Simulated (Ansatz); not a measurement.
Ansatz results at the PBE0-D4/def2-TZVP geometry: HOMO–LUMO gap (B3LYP/def2-TZVPP) 5.84 eV; size of the dipole moment (B3LYP/def2-TZVPP) 1.25 D; LUMO energy (ωB97M-V/def2-TZVPP) 1.31 eV.

(1) Which molecule gave them?
A. `C1O[CH2][AlH][O]1`
B. `[AlH2][O]B1CC1`
C. `[CH3][GaH][GeH2][F]`
D. `Cl[SiH]1[CH2][GeH2]1`

Answers

(1) D. The others give `C1O[CH2][AlH][O]1`: 5.73, 1.71, 0.61; `[AlH2][O]B1CC1`: 4.88, 0.91, 0.33; `[CH3][GaH][GeH2][F]`: 5.03, 2.36, -0.30.

B3LYP here is the variant with VWN-RPA as its local correlation; programs differ in this.
